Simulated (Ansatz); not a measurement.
CH5ClSiTe, SMILES `[SiH3][Te]CCl`, charge 0, multiplicity 1.

Q: Give a relaxed structure at PBE0-D4/def2-TZVP (Ansatz 0.2.0). (Best estimate.)

A: Ansatz gave: 
Z-matrix (Å, degrees):
```
Si
Te 1 2.490
H 1 1.484 2 105.9
H 1 1.486 2 111.2 3 119.5
H 1 1.486 2 111.2 3 -119.5
C 2 2.161 1 93.4 3 179.9
Cl 6 1.765 2 110.3 1 179.4
H 6 1.086 2 109.4 1 60.4
H 6 1.086 2 109.4 1 -61.5
```
Point group Cs.
This is one stationary point; other conformers may exist.
